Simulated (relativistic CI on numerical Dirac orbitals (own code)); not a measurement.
**Hg⁴⁺: 5d valence photoemission**

Computed with this model: Dirac-Coulomb-Breit CI, KLI orbitals optimised for each configuration, QED by a radiative potential, valence Slater integrals scaled by 0.9, multiplet model of photoemission in the sudden approximation; configurations [Xe] 4f14 5d8 → [Xe] 4f14 5d7; 80 K; Lorentzian 0.42 eV and Gaussian 0.5 eV FWHM. Energies are those of the free ion, without screening or charge transfer. The energies are binding energies and can lie tens of eV above those of solids. S is read from ⟨S²⟩ = S(S + 1).

Field parameters in Wybourne normalisation: Oh B⁴₀ = 21Dq, B⁴₄ = √(5/14) B⁴₀. The field is a parameter set, without covalency.

free ion: ground-state S = 0.97, centroid 63.74 eV. Peaks (eV, height): 61.7 (100), 63.4 (77), 64.7 (79), 65.6 (66).

Oh, 10Dq = 8500 cm⁻¹: ground-state S = 0.98, centroid 63.85 eV. Peaks (eV, height): 62.1 (100), 63.9 (60), 65.1 (66).

Oh, 10Dq = 23450 cm⁻¹: ground-state S = 0.99, centroid 64.11 eV. Peaks (eV, height): 62.3 (100), 62.9 (84), 64.6 (86), 65.8 (79).

Oh, 10Dq = 38400 cm⁻¹: ground-state S = 0.99, centroid 64.39 eV. Peaks (eV, height): 61.5 (96), 63.8 (86), 65.1 (100), 66.6 (84).

Strongest unbroadened transitions for Oh, 10Dq = 23450 cm⁻¹:

```csv
Energy (eV),Relative strength
62.22,100.0
62.70,35.2
63.12,68.1
64.37,33.2
64.63,39.6
64.68,33.3
65.80,63.2
65.91,24.9
66.08,2.5
66.37,3.8
66.75,2.0
66.84,7.2
67.00,1.4
67.30,2.5
67.78,1.0
68.52,3.1
68.94,1.5
74.09,0.9
```
